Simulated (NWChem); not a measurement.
Molecule: CH$_{5}$Ga; SMILES [CH3][GaH2]

```xyz
7

Ga    -0.0060     0.4112     0.0053
H     -1.3512     1.1857     0.2818
H      1.3045     1.2397    -0.2758
C      0.0009    -1.5561    -0.0010
H     -0.5011    -1.9490     0.8976
H      1.0124    -1.9821    -0.0604
H     -0.5774    -1.9189    -0.8679
```
Atoms are numbered in this order, from 1.

Program: NWChem. Pople sets run with spherical d functions. STO-3G and 3-21G are far too small for this property and stand as cheap habits. The geometry was optimised at PBE0/def2-SVP. GIAO values for the isolated, static molecule; σ is the absolute isotropic shielding, δ = σ(reference) − σ with the isolated reference molecule computed at the same levels (13C: tetramethylsilane, 1H: tetramethylsilane).

| level | σ Ga1 (ppm) | δ H2 (ppm) | δ H3 (ppm) | δ C4 (ppm) | δ H5 (rotor mean) (ppm) | relative time |
|---|---|---|---|---|---|---|
| PBE0/pcSseg-2 | 1089.2 | 6.34 | 6.43 | 0.4 | 0.33 | 40 |
| PBE0/pcSseg-1 | 1069.1 | 6.27 | 6.36 | 1.0 | 0.40 | 6 |
| Hartree-Fock/6-31G* | 1545.5 | 6.22 | 6.28 | -1.1 | -0.01 | 3 |
| Hartree-Fock/STO-3G | -32050.5 | -122.57 | 167.43 | 228.5 | 76.66 | 1 |

The last column is a rough cost ratio, cheapest run = 1.
